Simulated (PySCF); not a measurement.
C2H6BClFN. Atoms are numbered in the order given.

```xyz
12

B     -0.4630    -0.3201     0.0000
F     -1.7973    -0.3843     0.0000
Cl     0.4160    -1.8711     0.0000
N      0.1874     0.9160     0.0000
C     -0.5668     2.1599     0.0000
C      1.6271     1.0943     0.0000
H     -0.3249     2.7662     0.8916
H     -0.3249     2.7662    -0.8916
H     -1.6438     1.9544     0.0000
H      1.9522     1.6608    -0.8913
H      1.9522     1.6608     0.8913
H      2.1339     0.1227     0.0000
```

The structure is a stationary point at B3LYP-D3(BJ)/def2-SVP. Other conformers were not sampled.

Calculation: ωB97X/def2-TZVP (PySCF).

Symmetry labels are those of the subgroup Cs that the program uses (full group Cs).

Computed valence orbital energies around the gap with their symmetry:
```csv
orbital,symmetry,energy (eV)
HOMO−7,A',-14.90
HOMO−6,A',-14.04
HOMO−5,A",-13.95
HOMO−4,A',-13.51
HOMO−3,A',-13.05
HOMO−2,A",-12.05
HOMO−1,A',-11.51
HOMO,A",-9.84
LUMO,A',2.74
LUMO+1,A",3.09
LUMO+2,A',3.94
LUMO+3,A',4.13
```
